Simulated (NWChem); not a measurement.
System: CHS$_{2}$ cation; SMILES S=C=[SH+]

```xyz
4

S      0.0156    -1.6026     0.0000
C     -0.0246    -0.0956     0.0000
S      0.0750     1.5415     0.0000
H     -1.2789     1.7232     0.0000
```
Atoms are numbered in this order, from 1.

Level: PBE0/def2-SVP (NWChem), optimised geometry, unscaled harmonic frequencies. 

```csv
frequency (cm⁻¹),IR intensity (km/mol)
324,6.6
377,5.5
635,2.5
911,21.8
1614,289.1
2609,100.9
```

```json
{
 "zero_point_energy": "9.2 kcal/mol",
 "thermal correction to the enthalpy at 298.15 K (with zero-point energy)": "12.2 kcal/mol",
 "heat capacity Cv": "10.6 cal/(mol K)",
 "entropy at 298.15 K and 1 atm (symmetry number 1)": "64.1 cal/(mol K)"
}
```

Rigid rotor and harmonic oscillator.
